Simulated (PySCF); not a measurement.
# [Y(F)3] (charge 0, multiplicity 1)

Method: TPSSh-D3(BJ)/def2-TZVP // TPSS-D3(BJ)/def2-SVP in PySCF.

The HOMO is -9.41 eV, the dipole moment is 0.04 D and the HOMO–LUMO gap comes out as 6.79 eV. The LUMO is -2.62 eV and the charge on the central atom (Mulliken) is 1.57 e. The total energy comes out as -338.2331 Ha and the cost comes out as around 80 core-seconds (rough).

```xyz
4

Y     -0.0024    -0.0812     0.0098
F      0.8213    -1.3593     1.3143
F     -1.9961     0.0470    -0.1494
F      1.1719     1.0773    -1.1270
```
